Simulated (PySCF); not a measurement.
Compound: C2H11NSi2.
Z-matrix (Å and degrees, PBE0-D3(BJ)/def2-SVP geometry), rows numbered from 1:
```
C 
C   1  1.5224
N   2  1.4477  1  114.97
Si  3  1.7354  2  125.00  1    83.58
Si  4  2.3476  3  109.00  2    43.35
H   1  1.1016  2  111.00  3   -61.04
H   1  1.1014  2  111.33  3   178.55
H   1  1.1022  2  110.91  3    58.49
H   2  1.1048  1  109.16  3   121.81
H   2  1.1047  1  109.65  3  -123.48
H   3  1.0153  2  113.37  1   -71.39
H   4  1.5070  3  116.42  2   -77.98
H   4  1.4967  3  107.68  2   162.98
H   5  1.4969  4  109.37  3   172.80
H   5  1.4961  4  110.98  3    52.62
H   5  1.4977  4  111.44  3   -68.04
```

Lines to be assigned: C 1s: 290.58 (area 1), 291.57 (area 1) eV; N 1s: 404.27 eV; Si 1s: 1846.04 (area 1), 1846.30 (area 1) eV; Si 2p3/2: 106.36 (area 1), 106.49 (area 1) eV.

Computed with PySCF 2.14.0, delta-SCF UKS SCAN, pcX-2 on the ionised atom, pcseg-1 elsewhere, spin-free X2C. Isolated species at its PBE0-D3(BJ)/def2-SVP geometry (one conformer only).

Question: Assign the C 1s lines to atoms.

Answer: 290.58 eV: C1 (methyl carbon); 291.57 eV: C2 (sp3 carbon bound to nitrogen). The listed C 1s values span 0.99 eV, from C1 (bonded to C and 3 H) to C2 (bonded to N, C and 2 H). Summing the Pauling electronegativity differences to the bonded atoms, each weighted by its formal bond order, gives -1.05 for the lowest site and -0.21 for the highest.

Question: Order the silicon atoms by Si 1s binding energy.

Answer: 1846.04 eV: Si5 (SiH3 silicon); 1846.30 eV: Si4 (SiH2 silicon). Lowest listed Si 1s: Si5, bonded to 3 H and Si. Highest, 0.26 eV above it: Si4, bonded to N, 2 H and Si.

Bonded neighbours of each site: C1: C and 3 H; C2: N, C and 2 H; N3: C, H and Si; Si4: N, 2 H and Si; Si5: 3 H and Si.

Question: Which photon energy gives electrons from Si 2p3/2 of Si4 a kinetic energy of 200 eV, and what is their de Broglie wavelength?

Answer: hν = 106.49 + 200 = 306.49 eV, recoil neglected; λ = 12.264 Å/√(E/eV) = 0.87 Å.

2p3/2 and 2p1/2 are the ΔSCF energy of one spin-free 2p hole plus the eigenvalues of a spin–orbit and ligand-field matrix of the shell. 2p1/2 minus 2p3/2 (ligand field included): Si 0.62 eV.
